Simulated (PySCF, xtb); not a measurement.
C3H11NOSi, SMILES CC(C)O[SiH2]N.

xtb with GFN2-xTB at its own geometry gives an orbital gap of 6.26 eV and a dipole moment of 2.19 D.

Coordinates come from a TPSSh-D3(BJ)/def2-SVP optimisation. The structure was generated by enumeration, and PubChem lists no compound with its InChIKey, so it may never have been made. The values are those of a single conformer.

Problem. What does PySCF with PBE0/def2-TZVP give? (An estimate is asked for; the answer gives what the named calculation found.)

Solution. gap 8.13 eV (levels -7.47 and 0.66 eV), dipole 1.98 D.
